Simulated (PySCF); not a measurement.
HS (SMILES [SH-]), charge -1, singlet, at a GFN2-xTB geometry; CASSCF(8,9)/6-31G (PySCF).

The PySCF input:
```python
from pyscf import gto, scf, mcscf
import numpy

mol = gto.Mole()
mol.atom = '''
    S    -0.00000000   -0.00000000   -0.07863597
    H     0.00000000    0.00000000    1.25817552
'''
mol.basis = '6-31g'
mol.charge = -1
mol.verbose = 4
mol.build()

mf = scf.RHF(mol)
mf.kernel()
mc = mcscf.CASSCF(mf, 9, 8)
mc.fix_spin_(ss=0.0)
mc.kernel()
occ = numpy.linalg.eigvalsh(mc.fcisolver.make_rdm1(mc.ci, mc.ncas, mc.nelecas))[::-1]
ss = mc.fcisolver.spin_square(mc.ci, mc.ncas, mc.nelecas)[0]
print('natural occupations', occ.round(4), ' <S^2>', round(ss, 4))
```

Question: What does PySCF print? Leave out banner, timings and long lists.

Answer: 
```
PySCF version 2.14.0

[INPUT] verbose = 4
[INPUT] num. atoms = 2
[INPUT] num. electrons = 18
[INPUT] charge = -1
[INPUT] spin (= nelec alpha-beta = 2S) = 0
[INPUT] symmetry False subgroup None
[INPUT] Mole.unit = angstrom
[INPUT] Symbol           X                Y                Z      unit          X                Y                Z       unit  Magmom
[INPUT]  1 S      0.000000000000   0.000000000000  -0.078635970000 AA    0.000000000000   0.000000000000  -0.148600446840 Bohr   0.0
[INPUT]  2 H      0.000000000000   0.000000000000   1.258175520000 AA    0.000000000000   0.000000000000   2.377607149432 Bohr   0.0

nuclear repulsion = 6.33360457929637
number of shells = 9
number of NR pGTOs = 50
number of NR cGTOs = 15
basis = 6-31g
ecp = {}

******** <class 'pyscf.scf.hf.RHF'> ********
method = RHF
initial guess = minao
damping factor = 0
level_shift factor = 0
DIIS = <class 'pyscf.scf.diis.CDIIS'>
diis_start_cycle = 1
diis_space = 8
diis_damp = 0
SCF conv_tol = 1e-09
SCF conv_tol_grad = None
SCF max_cycles = 50
direct_scf = True
direct_scf_tol = 1e-13
Set gradient conv threshold to 3.16228e-05
Initial guess from minao.
init E= -397.820374156195
  HOMO = -0.299110401415684  LUMO = 0.145896058974492  gap/eV = 12.10924
cycle= 1 E= -398.029299579453  delta_E= -0.209  |g|= 0.333  |ddm|= 1.14
  HOMO = -0.00577725231620066  LUMO = 0.473564957120389  gap/eV = 13.04357
cycle= 2 E= -398.071188917372  delta_E= -0.0419  |g|= 0.114  |ddm|= 0.871
  HOMO = -0.0732021643712271  LUMO = 0.450590003430124  gap/eV = 14.25311
cycle= 3 E= -398.075440016216  delta_E= -0.00425  |g|= 0.00652  |ddm|= 0.184
  HOMO = -0.0736976111142207  LUMO = 0.454466452312056  gap/eV = 14.37208
cycle= 4 E= -398.075471951284  delta_E= -3.19e-05  |g|= 0.00156  |ddm|= 0.033
  HOMO = -0.073782678498752  LUMO = 0.45470313243596  gap/eV = 14.38083
cycle= 5 E= -398.075473714637  delta_E= -1.76e-06  |g|= 0.000117  |ddm|= 0.00867
  HOMO = -0.073808555528552  LUMO = 0.454701573417586  gap/eV = 14.38149
cycle= 6 E= -398.075473724386  delta_E= -9.75e-09  |g|= 2.18e-05  |ddm|= 0.000315
  HOMO = -0.0738057049017792  LUMO = 0.454702467158753  gap/eV = 14.38144
cycle= 7 E= -398.075473724736  delta_E= -3.5e-10  |g|= 9.08e-07  |ddm|= 8.34e-05
  HOMO = -0.0738060680046055  LUMO = 0.45470285924205  gap/eV = 14.38146
Extra cycle  E= -398.075473724736  delta_E= -7.96e-13  |g|= 2.23e-07  |ddm|= 2.23e-06
converged SCF energy = -398.075473724736

******** <class 'pyscf.mcscf.mc1step.CASSCF'> ********
CAS (4e+4e, 9o), ncore = 5, nvir = 1
max_cycle_macro = 50
max_cycle_micro = 4
conv_tol = 1e-07
conv_tol_grad = None
orbital rotation max_stepsize = 0.02
orbital rotation threshold for CI restart = 0.01
augmented hessian ah_max_cycle = 30
augmented hessian ah_conv_tol = 1e-12
augmented hessian ah_linear dependence = 1e-14
augmented hessian ah_level shift = 1e-08
augmented hessian ah_start_tol = 2.5
augmented hessian ah_start_cycle = 3
augmented hessian ah_grad_trust_region = 3
kf_trust_region = 3
kf_interval = 4
ci_response_space = 4
ci_grad_trust_region = 3
with_dep4 0
natorb = False
canonicalization = True
sorting_mo_energy = False
ao2mo_level = 2
internal_rotation = False
******** <class 'pyscf.fci.addons.SpinPenaltyFCISolver'> ********
max. cycles = 50
conv_tol = 1e-08
davidson only = True
linear dependence = 1e-12
level shift = 0.001
max iter space = 12
nroots = 1
pspace_size = 400
spin = None
CASCI E = -398.126440189282  S^2 = 0.0000000
Set conv_tol_grad to 0.000316228
macro iter   1 ( 21 JK    4 micro), CASSCF E = -398.134530112078  dE = -8.08992280e-03  S^2 = 0.0000000
               |grad[o]|=0.0197  |grad[c]|=0.0131  |ddm|=0.0178  |maxRot[o]|=0.314
macro iter   2 ( 19 JK    4 micro), CASSCF E = -398.137073177555  dE = -2.54306548e-03  S^2 = 0.0000000
               |grad[o]|=0.0099  |grad[c]|=0.0119  |ddm|=0.0083  |maxRot[o]|=0.272
macro iter   3 (  9 JK    3 micro), CASSCF E = -398.137099379017  dE = -2.62014616e-05  S^2 = 0.0000000
               |grad[o]|=0.00284  |grad[c]|=0.000292  |ddm|=0.00224  |maxRot[o]|=0.0173
macro iter   4 (  6 JK    2 micro), CASSCF E = -398.137099739176  dE = -3.60158992e-07  S^2 = 0.0000000
               |grad[o]|=0.000213  |grad[c]|=4.9e-05  |ddm|=9.96e-05  |maxRot[o]|=0.00101
macro iter   5 (  1 JK    1 micro), CASSCF E = -398.137099739182  dE = -6.59383659e-12  S^2 = 0.0000000
               |grad[o]|=1.7e-05  |grad[c]|=4.68e-06  |ddm|=    0  |maxRot[o]|=    0
1-step CASSCF converged in   5 macro ( 56 JK  14 micro) steps
CASSCF canonicalization
Density matrix diagonal elements [1.98613132 1.96896347 1.98343387 1.98343387 0.02773508 0.00805629
 0.01110145 0.01557233 0.01557233]
CASSCF energy = -398.137099739182
CASCI E = -398.137099739182  E(CI) = -13.0463590313298  S^2 = 0.0000000
natural occupations [1.9884 1.9835 1.9835 1.9669 0.0296 0.0155 0.0155 0.0118 0.0054]  <S^2> 0.0
```
